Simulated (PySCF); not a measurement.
In(Me)(OH)2(NH3), CH8InNO2, singlet at its PBE0/def2-SVP optimised geometry (Å):

```
13

In    -0.1247    -0.3818     0.0000
C     -1.2747     1.4343     0.0000
H     -0.7424     2.2085    -0.5702
H     -1.4077     1.7881     1.0324
H     -2.2643     1.2669    -0.4482
O      1.9113    -0.3818     0.0000
H      2.2643    -0.9459     0.6962
O     -0.7908    -2.2085     0.6155
H     -1.3476    -2.2027     1.3997
N      0.0428    -1.4608    -2.0516
H     -0.3288    -2.3763    -1.7890
H      1.0588    -1.5317    -2.1331
H     -0.3553    -1.1707    -2.9417
```

Calculation: PBE0/def2-TZVP, def2 effective core potentials past Kr (PySCF). The core electrons that the potentials of In replace are not part of the density. Cells within 0.4 Å of a nucleus heavier than hydrogen are left out (blank, or x).

Map of the LUMO amplitude (bohr^(-3/2)) on the plane z = 0.6 Å; orbital energy -0.27 eV, overall sign arbitrary:

```
|44444444433334444444444444444|
|44444433333333344444444444444|
|44444333333333333444444444444|
|44443333333333333344444444444|
|44433333333333333344444444444|
|44333332222333333334444444444|
|43333322223333333333344444444|
|43333322233344333333334444444|
|33333333334554433333333444444|
|33333333457765433333333344444|
|33333334579975432233333334444|
|33333334578864322223333333444|
|33333334566643111233333333344|
|43333333444321101234433333334|
|43333333322112211246543333334|
|43333332221014521258743233334|
|43333322211013300257743223333|
|44333322222221000245532223333|
|44333322234443101234332223334|
|44333322346996321223322233334|
|44333333348xx9532222222333334|
|44333333345xx7532222233333344|
|444333333320x4333223333333344|
|44433333222223333333333334444|
|44433333322223333333333344444|
|44443333333233333333334444444|
|44444333333333333333444444444|
|44444433333333333344444444444|
|44444444333333344444444444444|
```
Scale: ten equal steps from -0.066 (start of '0') to 0.086 (end of '9'), in the order '0123456789'; x runs from -4.50 to 4.50, y from -4.50 (bottom) to 4.50 (top).
